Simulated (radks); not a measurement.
Species: P+. Configuration: [Ne] 3s2 3p2 (the NIST ground configuration). All-electron calculation, Dirac Kohn-Sham, PBE, spin-unpolarised, spherical densities, finite nucleus; open shells are shared between the two j in proportion to 2j + 1; Fermi nuclear charge, rms radius 3.1889 fm. Program: a radial shooting solver on a logarithmic mesh with Libxc functionals.

Spin-orbit splittings of the eigenvalues, e(l+1/2) - e(l-1/2), with zeta = 2 splitting/(2l+1) and mean radii in bohr:

shell  occ.  splitting (eV)  zeta (eV)  <r> j=l-1/2  <r> j=l+1/2
2p        6          0.9180     0.6120       0.4834       0.4857
3p        2         0.06573    0.04382        2.133        2.139
